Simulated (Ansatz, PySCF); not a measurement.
In(Br)(OH)2 (BrH₂InO₂), SMILES [OH][In]([OH])[Br].

Geometry: B3LYP-D3(BJ)/def2-SVP. The def2 effective core potentials stand for the cores of In; spin–orbit coupling is left out. One conformer was computed; it need not be the lowest.

Vertical ionisation energy (IE) and electron affinity (EA) in eV. Rows of orbital energies are one-electron estimates. Where ΔSCF, EOM or ADC give a negative EA the extra electron is unbound and the value depends on the basis.

| level | IE | EA |
|---|---|---|
| −ε(HOMO), −ε(LUMO), HF/def2-TZVP (PySCF) | 11.59 | -0.80 |
| −ε(HOMO), −ε(LUMO), PBE/def2-TZVP (PySCF) | 7.21 | 3.38 |
| ΔSCF, CAM-B3LYP/def2-SVPD (Ansatz), final states of multiplicity 2 and 2 | [?] | [?] |
| ΔSCF, PBE/def2-SVPD (Ansatz), final states of multiplicity 2 and 2 | 10.18 | 1.10 |

### Question
What belongs in the gaps? (The exact figures need the calculation; the answer reports its results.)

### Answer

- ΔSCF, CAM-B3LYP/def2-SVPD (Ansatz, a first-principles code), final states of multiplicity 2 and 2, IE: 11.09
- ΔSCF, CAM-B3LYP/def2-SVPD (Ansatz), final states of multiplicity 2 and 2, EA: 1.05

### Question
What vertical singlet–triplet gap does ΔSCF give with CAM-B3LYP/def2-SVPD (Ansatz) and with PBE/def2-SVPD (Ansatz)? (Estimate from the structure and the level; the computed values follow.)

### Answer
4.64 and 3.77 eV (triplet above singlet where positive).
